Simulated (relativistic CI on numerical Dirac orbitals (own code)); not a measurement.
# One change at a time: Ru²⁵⁺

Base calculation: Dirac-Coulomb-Breit CI, KLI orbitals optimised for each configuration, model QED (radiative potential, 1s self-energy scaled to tabulated hydrogen-like ionisation energies), unscaled Slater integrals.

Configurations in the expansion (outside the closed core [Ne]): 3s2.3p6.3d, 3s2.3p5.3d2, 3s.3p6.3d2, 3s2.3p6.4s, 3s2.3p6.4p, 3s2.3p6.4d, 3s2.3p6.4f, 3s2.3p5.3d.4s, 3s2.3p5.3d.4p, 3p6.3d3, 3p5.3d4. Double excitations out of closed p, d and f shells are left out; levels of such configurations are missing from the list, as are those of other unlisted configurations, and high levels can miss mixing partners. These lack a partner that the ground configuration has and come out too high: 3s2.3p5.3d.4s, 3s2.3p5.3d.4p.

The lowest level and the first level of each name with at least 55 % of one term (blank where a level has no safe partner in the second run):

```
               Level  Base (cm⁻¹)  Shift (cm⁻¹)
   3s2.3p6.3d 2D_3/2            0             0
   3s2.3p6.3d 2D_5/2        47370           +21
 3s2.3p5.3d2 4D°_1/2       973902          -880
 3s2.3p5.3d2 4D°_3/2       983570          -865
 3s2.3p5.3d2 4D°_5/2      1006201          -882
 3s2.3p5.3d2 4G°_9/2      1050870          -914
3s2.3p5.3d2 4G°_11/2      1066586          -911
 3s2.3p5.3d2 4P°_5/2      1075896          -858
 3s2.3p5.3d2 4P°_3/2      1083173          -763
 3s2.3p5.3d2 4F°_9/2      1122519          -912
 3s2.3p5.3d2 2D°_5/2      1123489          -760
 3s2.3p5.3d2 2F°_7/2      1137099          -766
3s2.3p5.3d2 2H°_11/2      1142784          -900
 3s2.3p5.3d2 2P°_1/2      1172454          -813
   3s.3p6.3d2 4F_3/2      2061219         -2052
   3s.3p6.3d2 4F_5/2      2077193         -2034
   3s.3p6.3d2 4F_7/2      2102249         -2092
   3s.3p6.3d2 4F_9/2      2128520         -2068
   3s.3p6.3d2 4P_1/2      2144733         -2077
   3s.3p6.3d2 4P_5/2      2158581         -1624
   3s.3p6.3d2 4P_3/2      2159026         -2043
   3s.3p6.3d2 2D_3/2      2204977          -187
```

At this charge energies of transitions that change n are usually good to better than 1 %, and those within a shell (Δn = 0) to a few per cent.

(1) One thing was changed in a second run, which moved the levels as shown. Which?
A. only the first 3 configurations
B. valence Slater integrals scaled by 0.9
C. Breit term removed
D. QED terms removed

Results:

(1) A. Only the first 3 configurations. With fewer configurations the levels that remain lose their mixing partners.

LS names give the leading component of a level, which can be under half, so a name can repeat, a term be missing and a line seem to break the LS rules.
